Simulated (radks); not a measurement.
Values are calculated unless marked as measured or tabulated.
Isoelectronic series with 2 electrons, each ion in its NIST ground configuration. Level of theory: non-relativistic Kohn-Sham, BLYP, spin-polarised, spherical densities, point nucleus (a radial shooting solver on a logarithmic mesh with Libxc functionals). Total energies (hartree) and screening constants sigma, defined by e = -(Z - sigma)^2 / (2 n^2) hartree:

ion    configuration  E (hartree)     1s
He              [He]     -2.90707  0.918
Li+             [He]     -7.27943  0.888
Be2+            [He]    -13.65003  0.877
B3+             [He]    -22.01997  0.872
C4+             [He]    -32.38963  0.869
N5+             [He]    -44.75916  0.867
O6+             [He]    -59.12863  0.866
F7+             [He]    -75.49807  0.864
Ne8+            [He]    -93.86750  0.864
Mg10+           [He]   -136.60637  0.862
Al11+           [He]   -160.97581  0.862
Si12+           [He]   -187.34525  0.862
P13+            [He]   -215.71470  0.861
S14+            [He]   -246.08416  0.861
Cl15+           [He]   -278.45362  0.861
Ar16+           [He]   -312.82309  0.861
K17+            [He]   -349.19256  0.860
Ca18+           [He]   -387.56204  0.860
Sc19+           [He]   -427.93152  0.860
Ti20+           [He]   -470.30101  0.860
V21+            [He]   -514.67050  0.860
